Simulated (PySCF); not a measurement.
**Exercise with solution: chemical shift, span and skew from a shielding tensor**

F2HS, SMILES [SH+](F)F, charge +1. Atoms are numbered in the order given.

```xyz
4

F     -0.0312    -0.4721    -1.1812
S      0.1092     0.4735     0.0000
F     -0.0312    -0.4721     1.1812
H     -1.1856     0.9216     0.0000
```
Charge +1, spin multiplicity 1.

The structure is a stationary point at PBE0-D3(BJ)/def2-TZVP. The isomer is the one that the SMILES or the coordinates give; other isomers of the formula were not compared.

GIAO shieldings from PySCF with PBE/pcSseg-2, non-relativistic, no solvent. The symmetric part of the tensor of F1 has the principal values -15.4, 179.9, 544.3 ppm. The same nucleus in CFCl3 has σ = 132.0 ppm at this level (PySCF, at its B3LYP-D3(BJ)/def2-TZVP geometry).

**Question.** Work out the isotropic shielding, the ¹⁹F shift against CFCl3, the span and the skew.

**Answer.** 
σ(iso) = (σ11 + σ22 + σ33)/3 = 236.3 ppm. δ = σ(ref) − σ(iso) = 132.0 − (236.3) = -104.3 ppm.
Span Ω = σ33 − σ11 = 559.7 ppm. Skew κ = 3(σ(iso) − σ22)/Ω = 0.30. Tumbling in solution averages the tensor to δ; in a static solid the shielding alone would spread this spin-1/2 line over Ω.
